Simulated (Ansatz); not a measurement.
This geometry of CH4O + HSe (8 atoms, charge 0, multiplicity 2) is a first-order saddle point.

All numbers below come from Ansatz, UKS PBE/def2-SVP.

```xyz
8
Properties=species:S:1:pos:R:3
H -0.003 -0.612 -1.128
Se 2.267 -1.031 -0.670
O -0.573 -0.853 -0.362
C -0.913 0.330 0.348
H 2.290 0.213 0.146
H -2.007 0.328 0.544
H -0.663 1.257 -0.211
H -0.398 0.369 1.334
```

Q: Which two structures does it join? (They come from a converged band through this point; their orientation in space is the band's.)

A: No bond is made or broken.  The two ends are copies of one structure, up to a mirror image or an exchange of like atoms.

Image 0:

```xyz
8
Properties=species:S:1:pos:R:3
H -0.229 -0.863 -1.015
Se 2.304 -0.925 -0.797
O -0.415 -0.941 -0.056
C -0.882 0.316 0.409
H 2.269 0.441 -0.210
H -1.896 0.555 0.011
H -0.200 1.157 0.146
H -0.951 0.261 1.513
```

Image 6:

```xyz
8
Properties=species:S:1:pos:R:3
H -0.035 -0.348 -1.304
Se 2.277 -1.114 -0.594
O -0.508 -0.724 -0.531
C -0.910 0.347 0.309
H 2.273 -0.056 0.455
H -1.312 -0.094 1.242
H -1.716 0.963 -0.158
H -0.068 1.027 0.581
```

Q: How far does it lie above each of them?

A: 0.045 eV above the first and 0.044 eV above the second. This is the barrier of this one path; another mechanism may lie lower.

Time of the run: 66 s on 2 threads of Intel(R) Xeon(R) 6975P-C (Granite Rapids), on a shared host, peak memory 0.2 GiB.
